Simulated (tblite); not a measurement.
CH₆AsBS.
Z-matrix (Å and degrees, GFN2-xTB geometry), rows numbered from 1:
```
C 
S   1  1.8304
B   2  1.7533  1  104.53
As  3  2.0140  2  125.31  1     3.50
H   1  1.0851  2  107.34  3  -176.03
H   1  1.0880  2  109.36  3    64.61
H   1  1.0885  2  109.53  3   -56.38
H   3  1.1735  2  113.19  1   178.10
H   4  1.5073  3   94.95  2   -59.21
H   4  1.4983  3   93.94  2  -149.52
```

Calculated harmonic vibrations of the isolated species, GFN2-xTB (tblite), most abundant isotopes, no scaling. The method is semi-empirical: single wavenumbers can be off by several per cent or more. Modes of hydrogen on arsenic and boron can be 10 to 20 % off. One conformer, not necessarily the lowest.

Harmonic wavenumbers (cm⁻¹): 103.2, 127.7, 171.9, 197.4, 271.5, 484.7, 567.9, 692.7, 706.4, 727.4, 838.0, 934.4, 946.7, 1011.5, 1033.4, 1311.7, 1431.2, 1449.8, 1863.9, 1933.3, 2614.1, 2994.9, 3003.7, 3058.3.

A = 8274, B = 1593, C = 1363 MHz; mass 135.950 u (most abundant isotopes); point group C1, symmetry number 1.

**Question.** What is the zero-point energy?

**Answer.** ½Σν̃ = 14238 cm⁻¹ = 170.32 kJ/mol.

**Question.** Entropy at 200 K, 1 bar (ideal gas, RRHO, classical rotation)?

**Answer.** Translation 161.82, rotation 109.17, vibration 40.59: S = 311.6 J/(mol K).

**Question.** And Cp and H(200 K) − H(0)?

**Answer.** Cp = 81.47 J/(mol K), of which vibrations give 48.21 (their classical limit is 24 R = 199.5); H(200 K) − H(0) = 11.44 kJ/mol without the zero-point energy, 4.79 from vibrations.

**Question.** Which modes carry the vibrational entropy at 200 K?

**Answer.** 103.2 cm⁻¹: 10.98; 127.7 cm⁻¹: 9.31; 171.9 cm⁻¹: 7.06; 197.4 cm⁻¹: 6.06; 271.5 cm⁻¹: 3.96; 484.7 cm⁻¹: 1.17 J/(mol K); the other 18 give 2.05 together.

**Question.** What must be added to the electronic energy to get the Gibbs energy at 200 K and 1 bar?

**Answer.** ZPE + [H(200 K) − H(0)] − T·S = 170.32 + 11.44 − 62.32 = 119.44 kJ/mol.

Hindered rotation and anharmonicity are outside this model. Other conformers, if any are populated, would add a mixing term that is left out. The structure is chiral; the term R ln 2 for an equal mix with its mirror image is left out.
